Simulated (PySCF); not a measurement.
## Predicted spectroscopic data

Rapidly exchanging positions averaged, one conformer, relativity neglected, no solvent model. NMR shieldings at PBE0/pcSseg-1/GIAO; GFN2-xTB geometry; PySCF 2.14.0 with density-fitted response routines.

Scale: ¹H (31.72 ppm) and ¹³C (186.93 ppm) vs TMS (reference shieldings calculated alike). Where no couplings were computed, multiplicities follow the n + 1 count of equivalent neighbours, and m marks all less simple cases (inequivalent or close neighbours, rings, F or P nearby). Shifts are as computed. Against solution values, carbons near 30 ppm lie about +3 ppm off and those near 130 ppm about +5 ppm; carbons on Cl a further +6 ppm. Of 1211 compounds with measured shifts, 218 miss one by over three times the rms of a fit or turn the order of signals round; such compounds aren't used in these exercises. Carbons bonded to Cl come out too deshielded. OH and NH positions are gas-phase values without hydrogen bonding to other molecules.

Compound 1 (C₅H₉NOSi). ¹H NMR (400 MHz, computed): δ 6.92 (m, 1H), 5.36 (m, 1H), 4.63 (q, 2H), 3.60 (br s, 2H), 0.29 (t, 3H). ¹³C{¹H} NMR (computed): δ 167.5 (C), 143.8 (C), 132.4 (CH), 89.3 (CH), -5.2 (CH3). Structure: `C[SiH2]c1ccc(N)o1`.

Compound 2 (C₄H₂N₄O). ¹H NMR (400 MHz, computed): δ 14.02 (br s, 1H), 8.84 (s, 1H). ¹³C{¹H} NMR (computed): δ 173.6 (C), 172.6 (CH), 145.6 (C), 117.3 (C). Structure: SMILES [H]/N=C(\C#N)c1ncon1.

Compound 3 (C₈H₁₃ClO). ¹H NMR (400 MHz, computed): δ 7.60 (t, 1H), 2.63 (sept, 1H), 2.35 (m, 2H), 1.26 (d, 6H), 1.14 (t, 3H). ¹³C{¹H} NMR (computed): δ 176.7, 162.2, 149.4, 33.5, 27.0, 22.2, 15.6. Structure: `CC/C=C(/C(=O)Cl)C(C)C`.

Compound 4 (C₅H₉NOSi). ¹H NMR (400 MHz, computed): δ 4.12 (s, 3H), 3.57 (s, 3H), 3.49 (m, 1H), 1.33 (m, 1H), 0.99 (m, 1H). ¹³C{¹H} NMR (computed): δ 126.6, 69.3, 61.2, 21.3, -2.0. Structure: SMILES C([C@@]1([SiH3])[C@H](OC)C1)#N.
